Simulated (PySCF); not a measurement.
Computed shifts of a molecule Cl2H4OSi2, PBE0/pcSseg-1 in PySCF, GIAO, gas phase, atoms alike by connectivity averaged where their shifts nearly agree, in ppm (number of nuclei): ²⁹Si: -12.2 (1), -33.3 (1). ¹H: 5.80 (1), 5.27 (3). References: ²⁹Si against TMS (σ = 352.7 ppm); ¹⁷O against H2O (σ = 334.2 ppm); ³⁵Cl against HCl (σ = 945.9 ppm); ¹H against TMS (σ = 31.56 ppm), references at their B3LYP-D3(BJ)/def2-TZVP geometries, non-relativistic (without spin–orbit terms, shifts of atoms bonded to Cl or Br come out too high). Coordinates come from a ωB97X-D3(BJ)/def2-SVP optimisation. One conformer was computed; it need not be the lowest.

Pick the molecule that these values belong to.
A) O[Si]([SiH3])(Cl)Cl
B) [SiH3]O[SiH](Cl)Cl
C) O[SiH2][SiH](Cl)Cl
D) Cl[SiH2]O[SiH2]Cl

B, [SiH3]O[SiH](Cl)Cl
